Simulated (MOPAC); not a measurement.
MOPAC input (PM6):

```
PM6 PRECISE GNORM=0.05 LET XYZ CHARGE=-1 GEO-OK AUX(PRECISION=9) THREADS=1
CHS

C    -1.07726718 1    0.31070560 1   -0.28901821 1
S     0.51175678 1   -0.09098563 1    0.09072573 1
H    -1.72450539 1   -0.40846356 1    0.28249763 1
```

From the output:

```
                                                       MOPAC v23.2.5 Linux

          FINAL HEAT OF FORMATION =         46.92547 KCAL/MOL =     196.33617 KJ/MOL

          COSMO AREA              =         76.52 SQUARE ANGSTROMS
          COSMO VOLUME            =         59.79 CUBIC ANGSTROMS

          GRADIENT NORM           =          0.01196          =       0.00691 PER ATOM
          IONIZATION POTENTIAL    =          1.779576 EV
          HOMO LUMO ENERGIES (EV) =         -1.780  6.061
          NO. OF FILLED LEVELS    =          6
          MOLECULAR WEIGHT        =         45.0789         POINT GROUP:  Cs

          MOLECULAR DIMENSIONS (Angstroms)

            Atom       Atom       Distance
            H     3    S     2     2.36611
            S     2    C     1     0.61673
            S     2    C     1     0.00000

          SCF CALCULATIONS        =         10

   ATOM   CHEMICAL          X               Y               Z
  NUMBER   SYMBOL      (ANGSTROMS)     (ANGSTROMS)     (ANGSTROMS)

     1       C         -1.03676171  *   0.25321756  *  -0.24047082  *
     2       S          0.50811564  *  -0.07413696  *   0.07675278  *
     3       H         -1.84379777  *  -0.30503540  *   0.19371448  *

                             CARTESIAN COORDINATES

   1    C       -1.036761710     0.253217560    -0.240470819
   2    S        0.508115640    -0.074136963     0.076752780
   3    H       -1.843797773    -0.305035401     0.193714484

           Empirical Formula: C H S  =     3 atoms

      MOLECULAR POINT GROUP   :   Cs

                  EIGENVALUES
 -24.25043 -13.45097  -6.84237  -4.30682  -4.19450  -1.77958   6.06077   7.86788
   9.32628   9.90219   9.90435  10.04048  11.32432  12.17735

              NET ATOMIC CHARGES AND DIPOLE CONTRIBUTIONS

  ATOM NO.   TYPE          CHARGE      No. of ELECS.   s-Pop       p-Pop       d-Pop
    1          C          -0.280261        4.2803     1.41485     2.86541
    2          S          -0.752471        6.7525     1.95079     4.67154     0.13015
    3          H           0.032732        0.9673     0.96727
 DIPOLE           X         Y         Z       TOTAL
 POINT-CHG.    -0.520    -0.083     0.052     0.529
 HYBRID         0.263    -1.047     0.869     1.386
 SUM           -0.257    -1.130     0.921     1.480

          ATOMIC ORBITAL ELECTRON POPULATIONS

     Atom    s        px        py        pz      x^2-y^2     xz        z^2       yz        xy
    1  C   1.41485   0.91321   1.07687   0.87533
    2  S   1.95079   1.22436   1.76352   1.68365   0.04333   0.02873   0.01267   0.00767   0.03775
    3  H   0.96727

 **********************
 *                    *
 * JOB ENDED NORMALLY *
 *                    *
 **********************

 == MOPAC DONE ==
```

The dipole moment of an ion depends on the origin.

The geometry given is a B3LYP-D3(BJ)/def2-TZVP minimum.
